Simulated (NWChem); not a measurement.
System: CH4ClFSi; SMILES [SiH2](CF)Cl

Here is an NWChem input.

```
start job
memory heap 200 mb stack 900 mb global 1100 mb
geometry units angstroms noautoz
  F      0.870314     1.962404    -0.266927
  C     -0.154095     1.488847     0.519865
  Si    -0.830958    -0.141478    -0.163241
  Cl     0.601399    -1.623086     0.002051
  H      0.207300     1.356874     1.555596
  H     -0.968435     2.237703     0.551618
  H     -1.187007     0.013458    -1.598837
  H     -2.023410    -0.533854     0.641233
end
basis spherical
  * library def2-svp
end
dft
  xc hfexch
  iterations 150
  mulliken
end
task dft energy
```

Excerpt of the output:

```
             Northwest Computational Chemistry Package (NWChem) 7.3.0
             --------------------------------------------------------

 C1  symmetry detected

                             Geometry "geometry" -> ""
                             -------------------------

 Output coordinates in angstroms (scale by  1.889725989 to convert to a.u.)

  No.       Tag          Charge          X              Y              Z
 ---- ---------------- ---------- -------------- -------------- --------------
    1 F                    9.0000     0.86962118     1.94608941    -0.26914470
    2 C                    6.0000    -0.17785908     1.49679544     0.50133029
    3 Si                  14.0000    -0.85953562    -0.13528493    -0.17273774
    4 Cl                  17.0000     0.55027372    -1.63145378     0.04645778
    5 H                    1.0000     0.15871199     1.37600306     1.54674458
    6 H                    1.0000    -0.98334118     2.25583156     0.50376774
    7 H                    1.0000    -1.18157161     0.00240807    -1.61809077
    8 H                    1.0000    -2.07438983    -0.50111677     0.61044515

 Effective nuclear repulsion energy (a.u.)     212.3976287078

  xc_inp: hfexch multiplicative factor not found.

                                 NWChem DFT Module
                                 -----------------

 Summary of "ao basis" -> "ao basis" (spherical)
 ------------------------------------------------------------------------------
       Tag                 Description            Shells   Functions and Types
 ---------------- ------------------------------  ------  ---------------------
 F                          def2-svp                 6       14   3s2p1d
 C                          def2-svp                 6       14   3s2p1d
 Si                         def2-svp                 8       18   4s3p1d
 Cl                         def2-svp                 8       18   4s3p1d
 H                          def2-svp                 3        5   2s1p

            General Information
            -------------------
          SCF calculation type: DFT
          Wavefunction type:  closed shell.
          No. of atoms     :     8
          No. of electrons :    50
           Alpha electrons :    25
            Beta electrons :    25
          Charge           :     0
          Spin multiplicity:     1
          Use of symmetry is: off; symmetry adaption is: off
          Maximum number of iterations: 150
          AO basis - number of functions:    84
                     number of shells:    40
          Convergence on energy requested:  1.00D-06
          Convergence on density requested:  1.00D-05
          Convergence on gradient requested:  5.00D-04

              XC Information
              --------------
                     Hartree-Fock (Exact) Exchange  1.000

      Superposition of Atomic Density Guess
      -------------------------------------

 Sum of atomic energies:        -886.97650146

      Non-variational initial energy
      ------------------------------

 Total energy =    -888.222401
 1-e energy   =   -1649.990778
 2-e energy   =     549.370749
 HOMO         =      -0.333049
 LUMO         =       0.071421

     ---------------------------------------------
      Total Density - Mulliken Population Analysis
     ---------------------------------------------

    Atom       Charge   Shell Charges
 -----------   ------   -------------------------------------------------------
    1 F    9     9.44   1.99  1.14  0.78  3.45  2.07  0.00
    2 C    6     5.89   1.99  0.93  0.28  1.77  0.88  0.05
    3 Si  14    13.24   2.00  1.99  0.99  0.22  5.94  1.03  0.89  0.18
    4 Cl  17    17.42   2.00  1.99  1.22  0.72  5.94  2.17  3.37  0.01
    5 H    1     0.92   0.69  0.21  0.02
    6 H    1     0.92   0.68  0.21  0.02
    7 H    1     1.09   0.70  0.37  0.01
    8 H    1     1.08   0.70  0.37  0.01

   convergence    iter        energy       DeltaE   RMS-Dens  Diis-err
 ---------------- ----- ----------------- --------- --------- ---------
 d= 0,ls=0.0,diis     1   -887.6991203678 -1.10D+03  6.77D-03  3.76D-01
 d= 0,ls=0.0,diis     2   -887.7467304490 -4.76D-02  2.28D-03  8.82D-02
 d= 0,ls=0.0,diis     3   -887.7557079202 -8.98D-03  7.63D-04  4.21D-03
 d= 0,ls=0.0,diis     4   -887.7564020099 -6.94D-04  1.91D-04  2.41D-04
 d= 0,ls=0.0,diis     5   -887.7564402676 -3.83D-05  5.02D-05  9.73D-06
  Resetting Diis
 d= 0,ls=0.0,diis     6   -887.7564427903 -2.52D-06  1.52D-05  6.90D-07
 d= 0,ls=0.0,diis     7   -887.7564429960 -2.06D-07  2.62D-06  4.09D-08

         Total DFT energy =     -887.756442995966
      One electron energy =    -1651.790881978575
           Coulomb energy =      616.303531794054
    Exchange-Corr. energy =      -64.666721519272
 Nuclear repulsion energy =      212.397628707827

 Numeric. integr. density =        0.000000000000

                       DFT Final Molecular Orbital Analysis
                       ------------------------------------

 Vector   23  Occ=2.000000D+00  E=-4.971747D-01
              MO Center=  2.0D-01, -2.8D-01,  1.3D-01, r^2= 3.6D+00
   Bfn.  Coefficient  Atom+Function         Bfn.  Coefficient  Atom+Function
  ----- ------------  ---------------      ----- ------------  ---------------
    57      0.348585  4 Cl px                54      0.260938  4 Cl px
    58      0.200958  4 Cl py                19     -0.194123  2 C  py
    59      0.191247  4 Cl pz                 5     -0.189719  1 F  py
    37      0.180233  3 Si py                20     -0.164152  2 C  pz
     8      0.154499  1 F  py                51      0.151343  4 Cl px

 Vector   24  Occ=2.000000D+00  E=-4.518384D-01
              MO Center= -5.7D-02, -1.2D+00, -9.0D-02, r^2= 2.8D+00
   Bfn.  Coefficient  Atom+Function         Bfn.  Coefficient  Atom+Function
  ----- ------------  ---------------      ----- ------------  ---------------
    59      0.512054  4 Cl pz                56      0.355366  4 Cl pz
    57     -0.221837  4 Cl px                53      0.206427  4 Cl pz
    80     -0.193834  8 H  s                 75      0.190015  7 H  s
    81     -0.173070  8 H  s                 76      0.164247  7 H  s
    54     -0.153911  4 Cl px                58     -0.141241  4 Cl py

 Vector   25  Occ=2.000000D+00  E=-4.423238D-01
              MO Center=  4.7D-03, -2.3D-01,  8.9D-02, r^2= 3.8D+00
   Bfn.  Coefficient  Atom+Function         Bfn.  Coefficient  Atom+Function
  ----- ------------  ---------------      ----- ------------  ---------------
    58      0.324559  4 Cl py                19      0.271775  2 C  py
    57      0.270851  4 Cl px                55      0.227317  4 Cl py
    59      0.216280  4 Cl pz                17     -0.197433  2 C  s
    54      0.183368  4 Cl px                 5      0.168024  1 F  py
    22      0.161455  2 C  py                37     -0.147640  3 Si py

 Vector   26  Occ=0.000000D+00  E= 1.463990D-01
              MO Center= -1.2D+00,  1.2D-01, -1.3D-01, r^2= 4.2D+00
   Bfn.  Coefficient  Atom+Function         Bfn.  Coefficient  Atom+Function
  ----- ------------  ---------------      ----- ------------  ---------------
    17      1.482148  2 C  s                 40     -1.276342  3 Si py
    50     -0.579106  4 Cl s                 39      0.513954  3 Si px
    66     -0.505649  5 H  s                 71     -0.464993  6 H  s
    57      0.423139  4 Cl px                32     -0.390837  3 Si s
    31      0.288369  3 Si s                 58     -0.283492  4 Cl py

 Vector   27  Occ=0.000000D+00  E= 1.650551D-01
              MO Center= -6.2D-01,  3.4D-01,  2.3D-01, r^2= 5.1D+00
   Bfn.  Coefficient  Atom+Function         Bfn.  Coefficient  Atom+Function
  ----- ------------  ---------------      ----- ------------  ---------------
    17      1.757634  2 C  s                 39     -1.272768  3 Si px
    71     -0.760762  6 H  s                 66     -0.707774  5 H  s
    81     -0.656439  8 H  s                 41     -0.500938  3 Si pz
    76     -0.467639  7 H  s                 50      0.411937  4 Cl s
    58      0.397262  4 Cl py                40     -0.355209  3 Si py

 Vector   28  Occ=0.000000D+00  E= 1.859947D-01
              MO Center= -7.2D-01,  1.6D-01, -4.1D-02, r^2= 4.2D+00
   Bfn.  Coefficient  Atom+Function         Bfn.  Coefficient  Atom+Function
  ----- ------------  ---------------      ----- ------------  ---------------
    41      1.468809  3 Si pz                76      1.336926  7 H  s
    81     -0.788251  8 H  s                 21     -0.346971  2 C  px
     3      0.326152  1 F  s                 40     -0.297881  3 Si py
    59     -0.256943  4 Cl pz                31     -0.205160  3 Si s
    17     -0.167238  2 C  s                 71     -0.165177  6 H  s

     ---------------------------------------------
      Total Density - Mulliken Population Analysis
     ---------------------------------------------

    Atom       Charge   Shell Charges
 -----------   ------   -------------------------------------------------------
    1 F    9     9.38   1.99  1.12  0.83  3.33  2.10  0.01
    2 C    6     5.94   1.99  0.87  0.27  1.94  0.80  0.07
    3 Si  14    13.19   2.00  1.99  0.98  0.06  5.94  1.21  0.71  0.29
    4 Cl  17    17.35   2.00  1.99  1.20  0.77  5.94  2.10  3.34  0.02
    5 H    1     0.94   0.76  0.16  0.03
    6 H    1     0.95   0.76  0.16  0.03
    7 H    1     1.12   0.74  0.36  0.01
    8 H    1     1.13   0.75  0.38  0.01

     -------------------------------------------
      Total Density - Lowdin Population Analysis
     -------------------------------------------

[...]
```

Level: Hartree-Fock/def2-SVP. Geometry: optimised at PBE0/def2-SVP.
